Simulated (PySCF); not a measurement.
**Computed data sheet: `C=C/C=C\CNC=O`**

C6H9NO.
Atom-mapped SMILES: `[CH2:1]=[CH:2]/[CH:3]=[CH:4]\[CH2:5][NH:6][CH:7]=[O:8]` (hydrogens: H9, H10 on C1; H11 on C2; H12 on C3; H13 on C4; H14, H15 on C5; H16 on N6; H17 on C7)

Among its groups: amide and C=C double bond.

GFN2-xTB geometry:

| Quantity | Value |
| --- | --- |
| Point group of the GFN2-xTB geometry | C1 |
| Rotational constants A, B, C of the GFN2-xTB geometry | 8.426, 0.741, 0.721 GHz |

From PBE0/pcSseg-1 ground state and GIAO shieldings, non-relativistic (PySCF):

| Property | Result |
| --- | --- |
| Dipole moment | 3.87 D |
| HOMO energy | -6.86 eV |
| LUMO energy | -1.07 eV |
| HOMO–LUMO gap | 5.79 eV |
| Lowest Hirshfeld atomic charge | -0.29 e on O8 |
| Highest Hirshfeld atomic charge | +0.14 e on H16 |
| 13C chemical shifts (computed TMS as zero) by class | 159.9 (C7), 139.6 (C3), 138.2 (C2), 136.9 (C4), 127.3 (C1), 35.8 (C5) ppm |
| 1H chemical shifts (computed TMS as zero) by class | 8.23 (H17), 7.02 (H11), 6.38 (H12), 5.67 (H13), 5.64 (H10), 5.57 (H9), 4.41 (H14/H15), 4.30 (H16) ppm |
| Isotropic shieldings of nuclei other than C and H, by class | 127 (N6), -75 (O8) ppm |
| Mayer bond orders between heavy atoms | C1–C2 1.91, C2–C3 1.09, C3–C4 1.85, C4–C5 1.06, C5–N6 0.89, N6–C7 1.19, C7–O8 1.90 |

Monoisotopic mass (most abundant isotopes): 111.0684 u.

The dipole equals about 12.9 × 10⁻³⁰ C·m (1 D = 3.33564 × 10⁻³⁰ C·m). The rotational constants make it an asymmetric top with κ = (2B − A − C)/(A − C) = -0.99, nearer the prolate limit (−1). With B = h/(8π²I), that is 505.379 GHz u Å² over I, the principal moments of inertia are 60.0, 682.1 and 701.1 u Å² (most abundant isotopes); the inertial defect Ic − Ia − Ib is -41.0 u Å² (zero for a rigid planar frame, negative otherwise).

The structure is a single GFN2-xTB conformer in the gas phase; no vibrational or solvent corrections. NMR classes are plain means over equivalent atoms (diastereotopic ones count apart unless rotation or inversion swaps them), as if these changed places fast; in this geometry the members of some classes differ.

For the NMR shielding job (PBE0/pcSseg-1), time: 23 s. Hardware: Arm Neoverse V2, one thread, no GPU (shared host).

The values belong to the conformer `[CH2:1]=[CH:2]/[CH:3]=[CH:4]\[CH2:5][NH:6][CH:7]=[O:8]`: C1–C2–C3–C4 -177°, C3–C4–C5–N6 115°, C4–C5–N6–C7 114°, C5–N6–C7–O8 3°.
